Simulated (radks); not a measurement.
The numbers below are computed, except where a source is named.
Excited configurations of the lanthanum ion La+: one electron is placed in a higher orbital outside [Xe] 5d1. The ground configuration is [Xe] 5d2. Code: a radial shooting solver on a logarithmic mesh with Libxc functionals. Model: Dirac Kohn-Sham, PBE, spin-unpolarised, spherical densities, finite nucleus; open shells fill j = l - 1/2 first; Fermi nuclear charge, rms radius 4.855 fm. Excitation = E - E(ground); binding = E(ion) - E, where the ion is the core of charge +2; n* = 2/sqrt(2 binding) in atomic units, and the quantum defect is n - n*.

outer orbital  excitation (eV)  binding (eV)     n*  quantum defect  eigenvalue (eV)  <r> (bohr)
4f5/2                    0.944         9.955  2.338           1.662           -3.674       1.493
5f5/2                    7.327         3.572  3.904           1.096           -2.498       8.476
6s1/2                    0.030        10.868  2.238           3.762           -8.324       4.059
6p1/2                    2.788         8.110  2.590           3.410           -6.067       4.896
6f5/2                    8.466         2.433  4.730           1.270           -1.821       14.45
7s1/2                    5.676         5.223  3.228           3.772           -4.140       8.175
7p1/2                    6.591         4.308  3.554           3.446           -3.379       9.498
7d3/2                    7.974         2.925  4.313           2.687           -2.267       13.23
7f5/2                    9.168         1.731  5.607           1.393           -1.354       21.81

Estimate the row for 6d3/2.

Answer. excitation (eV) 6.150; binding (eV) 4.749; n* 3.385; quantum defect 2.615; eigenvalue (eV) -3.551; <r> (bohr) 7.528. The Delta-SCF ionisation energy is 10.899 eV (NIST Atomic Spectra Database: 11.185 eV, measured). Self-interaction in the functional shifts the binding energies and quantum defects, so they are the method's values and not measured ones. Spin polarisation and multiplet splitting are left out, so open shells lie too high by an amount that depends on their filling.

Beside tabulated values, note that spin-unpolarised runs miss the spin-polarisation part of the exchange energy of open shells.
